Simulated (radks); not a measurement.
Bi, configuration [Xe] 4f13.5 5d9.5 6s2 6p4 (fractional occupations, a model configuration). Calculated with a radial shooting solver on a logarithmic mesh with Libxc functionals: Dirac Kohn-Sham, PBE, spin-unpolarised, spherical densities, finite nucleus; open shells fill j = l - 1/2 first; Fermi nuclear charge, rms radius 5.5211 fm.

Spin-orbit splittings of the eigenvalues, e(l+1/2) - e(l-1/2), with zeta = 2 splitting/(2l+1) and mean radii in bohr:

| shell | occ. | splitting (eV) | zeta (eV) | <r> j=l-1/2 | <r> j=l+1/2 |
|---|---|---|---|---|---|
| 2p | 6 | 2319 | 1546 | 0.05389 | 0.06293 |
| 3p | 6 | 519.3 | 346.2 | 0.1615 | 0.1780 |
| 3d | 10 | 110.1 | 44.03 | 0.1545 | 0.1595 |
| 4p | 6 | 128.5 | 85.64 | 0.3772 | 0.4117 |
| 4d | 10 | 24.04 | 9.616 | 0.4149 | 0.4259 |
| 4f | 13.5 | 5.568 | 1.591 | 0.4346 | 0.4406 |
| 5p | 6 | ? | ? | 0.8766 | 0.9631 |
| 5d | 9.5 | 3.221 | 1.288 | 1.175 | 1.215 |
| 6p | 4 | 2.256 | 1.504 | 2.598 | 3.007 |

Estimate the 5p splitting.

Answer. 25.35 eV (zeta = 16.90 eV).
